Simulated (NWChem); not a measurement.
System: BCl cation, doublet; SMILES of the neutral closed-shell parent BCl

Results from NWChem. Spin-unrestricted. All runs use the structure optimised with PBE0/def2-SVP, spin-unrestricted. This spin state was assumed; another may lie lower. No stability test was run on the SCF state. Vertical excitations in the gas phase; the lowest state need not have the same character in each row. Excited states of an open shell can be spin-contaminated.

For level LDA (Slater exchange, VWN5)/aug-cc-pVDZ, TDA:

lowest excitation (eV): 4.22
lowest state with f > 0.02 (eV): 4.98
lowest empty minus highest occupied level, either spin (eV): 2.66

Question: Estimate the same quantities for level B3LYP/aug-cc-pVDZ, TDA.

Answer: 
| Item | Result |
|---|---|
| lowest excitation (eV) | 4.50 |
| lowest state with f > 0.02 (eV) | 5.23 |
| lowest empty minus highest occupied level, either spin (eV) | 4.99 |
